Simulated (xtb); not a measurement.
C2H5S (SMILES C[CH]S), doublet, at a GFN2-xTB geometry, atoms displaced at random by about 0.06 Å a coordinate; GFN2-xTB in xtb.

xtb was given this input:
```
$ xtb mol.xyz --gfn 2 --chrg 0 --uhf 1 --ohess --json

# file mol.xyz
8

C     -1.69165501     0.09259420     0.06965223
C     -0.37499436    -0.49812548     0.44655109
S      1.11211745     0.22316015    -0.22272614
H     -2.01780065    -0.20033148    -0.86093146
H     -2.53688912    -0.18432756     0.74886691
H     -1.53707011     1.31947126     0.19303434
H     -0.24734352    -1.56175351     0.54167902
H      0.72957374     1.33631289    -0.29882891
```

Task: What does xtb print? Leave out banner, timings and long lists.

Result: 
```
   ID    Z sym.   atoms
    1    6 C      1, 2
    2   16 S      3
    3    1 H      4-8

           -------------------------------------------------
          |                Calculation Setup                |
           -------------------------------------------------

           -------------------------------------------------
          |                 G F N 2 - x T B                 |
           -------------------------------------------------

          ...................................................
          :                      SETUP                      :
          :.................................................:
          :  # basis functions                  23          :
          :  # atomic orbitals                  22          :
          :  # shells                           12          :
          :  # electrons                        19          :
          :  max. iterations                   250          :
          :  Hamiltonian                  GFN2-xTB          :
          :  restarted?                      false          :
          :  GBSA solvation                  false          :
          :  PC potential                    false          :
          :  electronic temp.          300.0000000     K    :
          :  accuracy                    1.0000000          :
          :  -> integral cutoff          0.2500000E+02      :
          :  -> integral neglect         0.1000000E-07      :
          :  -> SCF convergence          0.1000000E-05 Eh   :
          :  -> wf. convergence          0.1000000E-03 e    :
          :  Broyden damping             0.4000000          :
          :  net charge                          0          :
          :  unpaired electrons                  1          :
          ...................................................

 iter      E             dE          RMSdq      gap      omega  full diag
   1    -10.0778577 -0.100779E+02  0.366E+00    3.34       0.0  T
   2    -10.0899506 -0.120929E-01  0.162E+00    3.57       1.0  T
   3    -10.0903061 -0.355485E-03  0.122E+00    3.23       1.0  T
   4    -10.0922232 -0.191716E-02  0.285E-01    3.32       1.0  T
   5    -10.0922922 -0.689690E-04  0.131E-01    3.29       1.0  T
   6    -10.0923074 -0.151765E-04  0.340E-02    3.31       1.0  T
   7    -10.0923079 -0.542109E-06  0.580E-03    3.30       6.1  T
   8    -10.0923080 -0.324368E-07  0.342E-03    3.30      10.3  T
   9    -10.0923080 -0.214825E-07  0.669E-04    3.30      52.9  T
[...]
         :: total energy              -9.969715189206 Eh    ::
 * total energy  :    -9.9697152 Eh     change       -0.1466098E-09 Eh
 * total energy  :    -9.9948336 Eh     change       -0.2511842E-01 Eh
 * total energy  :    -9.9989628 Eh     change       -0.4129215E-02 Eh
 * total energy  :    -9.9998469 Eh     change       -0.8840854E-03 Eh
 * total energy  :    -9.9999782 Eh     change       -0.1313207E-03 Eh
 * total energy  :   -10.0000039 Eh     change       -0.2570026E-04 Eh
 * total energy  :   -10.0000090 Eh     change       -0.5031536E-05 Eh
 * total energy  :   -10.0000119 Eh     change       -0.2885314E-05 Eh
   *** GEOMETRY OPTIMIZATION CONVERGED AFTER 8 ITERATIONS ***
         :: total energy             -10.000011851364 Eh    ::
[...]
          :  rotor cutoff                   50.0000000 cm⁻¹ :
          :  imag. cutoff                  -20.0000000 cm⁻¹ :
          :.................................................:

    mode    ω/cm⁻¹     T·S(HO)/kcal·mol⁻¹    T·S(FR)/kcal·mol⁻¹   T·S(vib)
   ------------------------------------------------------------------------
       1    136.12    -0.85204 ( 98.21%)    -0.75933 (  1.79%)    -0.85038
       2    254.84    -0.50592 ( 99.85%)    -0.57380 (  0.15%)    -0.50602
   ------------------------------------------------------------------------

   temp. (K)  partition function   enthalpy   heat capacity  entropy
                                   cal/mol     cal/K/mol   cal/K/mol   J/K/mol
 298.15  VIB   4.27                 1264.604      9.150      7.122
         ROT  0.266E+05              888.752      2.981     23.232
         INT  0.114E+06             2153.356     12.131     30.354
         TR   0.462E+27             1481.254      4.968     38.233
         TOT                        3634.6103    17.0990    68.5870   286.9682

       T/K    H(0)-H(T)+PV         H(T)/Eh          T*S/Eh         G(T)/Eh
   ------------------------------------------------------------------------
    298.15    0.579212E-02    0.651247E-01    0.325879E-01    0.325368E-01
   ------------------------------------------------------------------------

         :::::::::::::::::::::::::::::::::::::::::::::::::::::
         ::                  THERMODYNAMIC                  ::
         :::::::::::::::::::::::::::::::::::::::::::::::::::::
         :: total free energy          -9.967475056052 Eh   ::
         ::.................................................::
         :: total energy              -10.000011851365 Eh   ::
         :: zero point energy           0.059332595428 Eh   ::
         :: G(RRHO) w/o ZPVE           -0.026795800116 Eh   ::
         :: G(RRHO) contrib.            0.032536795313 Eh   ::
         :::::::::::::::::::::::::::::::::::::::::::::::::::::

optimized geometry written to: xtbopt.xyz

           -------------------------------------------------
          | TOTAL ENERGY              -10.000011851365 Eh   |
          | TOTAL ENTHALPY             -9.934887135731 Eh   |
          | TOTAL FREE ENERGY          -9.967475056052 Eh   |
          | GRADIENT NORM               0.000717840762 Eh/α |
          | HOMO-LUMO GAP               2.938946386792 eV   |
           -------------------------------------------------

normal termination of xtb
```
